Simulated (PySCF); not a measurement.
Gas-phase reaction: 3 NbOCl3 + 3 Cl2 ⇌ 3 NbCl5 + O3

Energies from PySCF (xtb for GFN2), thermal terms from the rigid-rotor harmonic-oscillator model, ideal gas at 1 bar. † marks an energy on the PBE0/def2-TZVP geometry and frequencies; other levels use their own. MP2 freezes the core. All species are closed-shell singlets. Nb: scalar-relativistic def2 core potential, no spin-orbit coupling. MP2 isn't extrapolated to the basis-set limit; its ΔH°(298 K) is 317.0 kJ in def2-SVP and 334.9 kJ in def2-TZVPP. The harmonic model lacks anharmonicity and excited electronic states, which grow with temperature; levels with a mode under 35 cm⁻¹ are left out. Strong static correlation: O3. Soft modes under 120 cm⁻¹ make the harmonic entropy rough for NbOCl3, NbCl5.

| level | ΔE electronic, kJ | ΔH°(298 K), kJ | ΔS°(298 K), J/K | ΔG°(600 K), kJ |
|---|---|---|---|---|
| BLYP/def2-TZVP† | 281 | 288 | -293 | 462 |
| GFN2-xTB | -128 | -119 | -272 | 41 |
| HF/def2-TZVP† | 478 | 484 | -293 | 658 |
| M06-2X/def2-TZVP† | 333 | 340 | -293 | 513 |
| MP2/def2-SVP† | 310 | 317 | -293 | 491 |
| MP2/def2-TZVPP† | 328 | 335 | -293 | 508 |
| PBE0/def2-SVP† | 165 | 172 | -293 | 345 |
| PBE0/def2-TZVP | 266 | 273 | -293 | 447 |
| r2SCAN/def2-TZVP† | 187 | 194 | -293 | 368 |
ΔH° is lowest at GFN2-xTB and highest at HF/def2-TZVP†. No reference value is set beside these.
